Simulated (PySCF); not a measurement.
**Spin states of RbS⁺**

Unrestricted PBE0; Rb def2-SVPD with ECP28, S def2-SVPD; scalar-relativistic core potentials (PySCF 2.14). Outer shells of the fragments: Rb+ closed shells only; S 3s2 3p4.

Followed along the bond (rough minima from three points):

```tsv
2Ms+1	unpaired	⟨S²⟩ at the start	R at minimum (Å)	Te (eV)
3	π ↑↑	2.00	3.56	0.00
3	σ ↑, π ↑	2.00	3.90	0.27
1	π ↑↓	1.01	3.56	0.43
1	σ ↑, π ↓	1.01	3.88	0.69
```

Solutions found at the starting distance of 3.145 Å, counted from the lowest of them; the search is not exhaustive and high or unbound solutions are not listed, so other states can lie among these:

```tsv
2Ms+1	unpaired	term	E (eV)	⟨S²⟩	⟨Lz²⟩	μ (D)
3	π ↑↑	³Σ⁻	0.00	2.00	0.00	-2.69
3	σ ↑, π ↑	³Π	0.28	2.00	1.01	-2.98
1	π ↑↓	mixed	0.43	1.01	2.02	-2.69
1	σ ↑, π ↓	mixed	0.70	1.01	1.01	-2.98
1	none	mixed	1.86	0.00	2.00	-2.68
1	none	¹Σ⁺	2.37	0.00	0.00	-3.23
3	σ ↑↑, π ↑↓	mixed	7.86	3.01	2.02	5.14
3	σ ↑, π ↑↑↓	mixed	9.22	3.01	3.02	2.17
3	σ ↑, π ↑	³Π	9.24	2.00	1.01	4.41
1	σ ↑, π ↑↓↓	mixed	9.36	2.01	3.02	2.39
```

A term symbol is given only where ⟨S²⟩ and ⟨Lz²⟩ are close to those of a pure state; real π, δ and φ orbitals otherwise mix terms. A positive dipole points towards S; it is taken about the centre of mass and depends on that origin.

Spin–orbit coupling is left out.
